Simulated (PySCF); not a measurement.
From one molecule to another.

First species: C8H9NSi.
Structure used (GFN2-xTB), in Å, numbered top down from 1:
```xyz
19
C8H9NSi angstrom
N     -1.8529    1.8454   -0.5284
C     -1.2821    0.5984   -0.3617
C     -2.0309   -0.5454   -0.6572
C     -1.4750   -1.8045   -0.5746
C     -0.1486   -1.9625   -0.1912
C      0.6129   -0.8526    0.1084
C      0.0536    0.4352    0.0251
C      0.9735    1.5080    0.3715
C      2.2162    1.1535    0.7233
Si     2.4166   -0.7138    0.6473
H     -2.8598    1.8677   -0.5493
H     -1.4318    2.6086   -0.0258
H     -3.0638   -0.4265   -0.9556
H     -2.0792   -2.6701   -0.8070
H      0.2829   -2.9508   -0.1282
H      0.6464    2.5394    0.3313
H      2.9593    1.8852    0.9945
H      2.6881   -1.3399    1.9439
H      3.3647   -1.1660   -0.3739
```

Second species: C₆H₉NO₂Si.
SMILES: `C=C(C#N)C[SiH2]C(=O)OC`

Levels: PBE0/pcSseg-1 for dipole moment, HOMO energy, LUMO energy and HOMO–LUMO gap; GFN2-xTB for rotational constant A and rotational constant C. Geometries: GFN2-xTB. All species are isolated and taken at one optimised geometry, non-relativistic unless stated; the electronic structure was computed with PySCF and density fitting.

Dipoles, sizes and rotational constants follow the conformer. The torsions of the flexible species, by atom-mapped SMILES:
- `[NH2:1][c:2]1[cH:3][cH:4][cH:5][c:6]2[c:7]1[CH:8]=[CH:9][SiH2:10]2`: H–N1–C2–C3 20°, H–N1–C2–C3 160°
- `[CH2:1]=[C:2]([C:3]#[N:4])[CH2:5][SiH2:6][C:7](=[O:8])[O:9][CH3:10]`: C1–C2–C5–Si6 106°, C2–C5–Si6–C7 -174°, C5–Si6–C7–O8 14°, Si6–C7–O9–C10 -179°

Values for the first species:

| Item | Value |
| --- | --- |
| Dipole moment | 1.96 D |
| HOMO energy | -5.80 eV |
| LUMO energy | -1.26 eV |
| HOMO–LUMO gap | 4.54 eV |
| Rotational constant A | 2.009 GHz |
| Rotational constant C | 0.707 GHz |

Question: Estimate the same properties for the second species, and the change in each.

Answer: 
```
             property      first     second  second less first
        dipole moment     1.96 D     3.51 D            +1.55 D
          HOMO energy   -5.80 eV   -7.81 eV           -2.01 eV
          LUMO energy   -1.26 eV   -1.48 eV           -0.22 eV
        HOMO–LUMO gap    4.54 eV    6.33 eV           +1.79 eV
rotational constant A  2.009 GHz  2.861 GHz         +0.852 GHz
rotational constant C  0.707 GHz  0.431 GHz         -0.276 GHz
```

On the first: The dipole matches unit charges of opposite sign 0.41 Å apart (1 e·Å = 4.8032 D).

On the second: A dipole of 3.51 D is allowed in C1, and pure rotational transitions are dipole-allowed. The dipole matches unit charges of opposite sign 0.73 Å apart (1 e·Å = 4.8032 D).
